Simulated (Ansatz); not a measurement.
Basis sets compared for Cd₂O₂⁻ (the lowest doublet isomer of a short search). Charge -1, multiplicity 2. Geometry PBE0-D4/def2-TZVPD. Ansatz on 4 threads of Intel Xeon on a shared host; times are rough, and most runs start from earlier orbitals.

```xyz
4

Cd    2.458   -0.873   -0.947
Cd   -0.786    0.294    0.327
O     0.317   -0.621   -0.962
O    -1.989    1.200    1.582
```

In the def2 sets Cd takes a core potential; there is no spin–orbit coupling. The structure comes from a short search, and lower isomers may exist.

```json
{"level": "PBE-D4/def2-SVPD", "functions": "114", "energy (Eh)": "-485.6601", "HOMO (eV)": "-0.50", "LUMO (eV)": "-0.20", "wall time": "4.7 s"}
{"level": "PBE0-D4/def2-SVPD", "functions": "114", "energy (Eh)": "-485.6006", "HOMO (eV)": "-0.71", "LUMO (eV)": "0.48", "wall time": "9 s"}
```

Task: Estimate the rows for PBE-D4/def2-TZVPD, PBE0-D4/def2-TZVPD.

Result: 
```
             level  functions  energy (Eh)  HOMO (eV)  LUMO (eV)  wall time
 PBE-D4/def2-TZVPD        160    -485.9130      -0.50      -0.17      8.5 s
PBE0-D4/def2-TZVPD        160    -485.8507      -0.67       0.54       13 s
```
